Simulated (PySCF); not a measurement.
Job file and geometry (Å, from GFN2-xTB) of an NMR shielding run on `CCO[C@H]1C=C(OC)C[SiH2]1`, C7H14O2Si, GIAO PBE0/pcSseg-1 NMR shielding, non-relativistic, gas phase in PySCF 2.14.0, density-fitted response routines; density fitting, a coarse starting grid and PySCF grid level 2 are the driver's defaults:

```
$ OMP_NUM_THREADS=1 python probes_run.py task.json out

{"job": {"kind": "nmr", "xc": "PBE0", "basis": "pcSseg-1"}, "charge": 0, "multiplicity": 1}
C     -3.656863     1.100795     0.003489
C     -2.635109     0.154896    -0.606992
O     -1.352630     0.547031    -0.200189
C     -0.326603    -0.339385    -0.649707
C      1.000943     0.332178    -0.457694
C      1.908395    -0.260838     0.312309
O      3.160617     0.183553     0.613050
C      3.546033     1.437017     0.105889
C      1.591539    -1.590869     0.937756
Si    -0.205234    -1.937950     0.418519
H     -3.448288     2.120486    -0.308861
H     -4.657249     0.825596    -0.318753
H     -3.601586     1.053135     1.087454
H     -2.703199     0.177633    -1.708595
H     -2.830427    -0.883411    -0.285637
H     -0.492623    -0.528245    -1.724741
H      1.144198     1.288776    -0.932317
H      4.550840     1.620085     0.484100
H      2.873196     2.227893     0.452353
H      3.561431     1.433566    -0.989046
H      1.740227    -1.524864     2.015436
H      2.299914    -2.338083     0.578984
H     -1.136209    -1.909284     1.546681
H     -0.343050    -3.169949    -0.365933
```

Task: What does the program print?

Result: 
```
coarse grid: 20080 points
cycle   1  E = -714.1982610471  dE =  1.311e+00  |g| = 7.566e-01  |ddm| = 4.341e+00
cycle   2  E = -714.0880602397  dE =  1.102e-01  |g| = 1.083e+00  |ddm| = 1.714e+00
cycle   3  E = -714.3115706840  dE = -2.235e-01  |g| = 1.272e-01  |ddm| = 1.142e+00
cycle   4  E = -714.3142400240  dE = -2.669e-03  |g| = 4.891e-02  |ddm| = 1.301e-01
cycle   5  E = -714.3147580385  dE = -5.180e-04  |g| = 8.283e-03  |ddm| = 4.829e-02
cycle   6  E = -714.3147684835  dE = -1.044e-05  |g| = 4.126e-03  |ddm| = 8.328e-03
cycle   7  E = -714.3147715412  dE = -3.058e-06  |g| = 7.315e-04  |ddm| = 3.434e-03
final grid: 188008 points
cycle   8  E = -714.3965522503  dE = -4.645e-05  |g| = 1.600e-02  |ddm| = 4.292e-02
cycle   9  E = -714.3964927965  dE =  5.945e-05  |g| = 2.420e-02  |ddm| = 2.667e-02
cycle  10  E = -714.3966007008  dE = -1.079e-04  |g| = 2.395e-03  |ddm| = 1.745e-02
cycle  11  E = -714.3966020139  dE = -1.313e-06  |g| = 3.920e-04  |ddm| = 2.406e-03
cycle  12  E = -714.3966020365  dE = -2.260e-08  |g| = 2.331e-04  |ddm| = 5.273e-04
cycle  13  E = -714.3966020489  dE = -1.240e-08  |g| = 3.493e-05  |ddm| = 2.443e-04
cycle  14  E = -714.3966020491  dE = -2.483e-10  |g| = 1.112e-05  |ddm| = 4.600e-05
converged SCF energy = -714.3966020491

GIAO shielding tensors (ppm)
atom      isotropic    diamagn.    paramagn.     s11        s22        s33       span
  0 C      168.681     246.202     -77.521    153.209    166.309    186.526     33.317
  1 C      117.146     245.156    -128.011     85.556    101.139    164.742     79.186
  2 O      265.889     402.421    -136.532    212.159    279.562    305.947     93.788
  3 C      107.445     250.239    -142.794     72.476     95.604    154.256     81.780
  4 C       81.769     259.739    -177.970      6.929     90.513    147.867    140.938
  5 C       17.280     260.489    -243.208    -76.491     49.009     79.322    155.813
  6 O      214.112     395.384    -181.272     97.803    250.390    294.143    196.340
  7 C      129.726     245.791    -116.065    100.902    108.650    179.626     78.725
  8 C      170.060     255.480     -85.420    146.835    163.923    199.423     52.588
  9 Si     385.876     881.962    -496.087    351.692    382.372    423.563     71.870
 10 H       30.250      29.354       0.896     26.178     28.631     35.941      9.763
 11 H       30.743      26.075       4.668     26.709     27.737     37.783     11.074
 12 H       30.313      29.887       0.426     26.172     29.149     35.616      9.444
 13 H       28.176      30.920      -2.744     24.237     27.442     32.850      8.613
 14 H       28.366      31.532      -3.166     24.038     29.215     31.847      7.809
 15 H       27.289      33.312      -6.022     24.135     27.553     30.180      6.045
 16 H       26.830      35.959      -9.128     23.287     27.056     30.149      6.862
 17 H       27.627      26.822       0.805     23.362     25.820     33.701     10.339
 18 H       28.079      30.658      -2.579     24.746     26.020     33.471      8.725
 19 H       28.091      29.267      -1.176     24.900     25.667     33.705      8.805
 20 H       29.748      31.362      -1.614     25.161     27.919     36.164     11.003
 21 H       29.962      30.145      -0.184     25.228     28.061     36.596     11.368
 22 H       27.513      30.882      -3.370     23.790     26.491     32.256      8.466
 23 H       27.243      30.039      -2.796     23.612     25.180     32.937      9.325
```

Task: Turn these shieldings into chemical shifts. Scale: TMS for $^{13}$C (σ = 186.93 ppm), $^{29}$Si (σ = 349.16 ppm), $^{1}$H (σ = 31.72 ppm); H2O for $^{17}$O (σ = 336.08 ppm) (reference shieldings calculated alike).

Result: Averaging equivalent atoms: C 5: 169.6; C 4: 105.2; C 3: 79.5; C 1: 69.8; C 7: 57.2; C 0: 18.2; C 8: 16.9; O 6: 122.0; O 2: 70.2; Si 9: -36.7; H 16: 4.89; H 23: 4.47; H 15: 4.43; H 22: 4.20; H 17/18/19: 3.78; H 13: 3.54; H 14: 3.35; H 20: 1.97; H 21: 1.76; H 10/11/12: 1.28 ppm. Experimental scales use liquid or dissolved standards, which lie at an offset from isolated H2O (liquid H2O: subtract about 36 ppm).

Size and cost of the density-fitted run: 247 basis functions, 120 s wall time on 1 thread of an Arm Neoverse N1, shared host; peak memory 1.2 GiB.
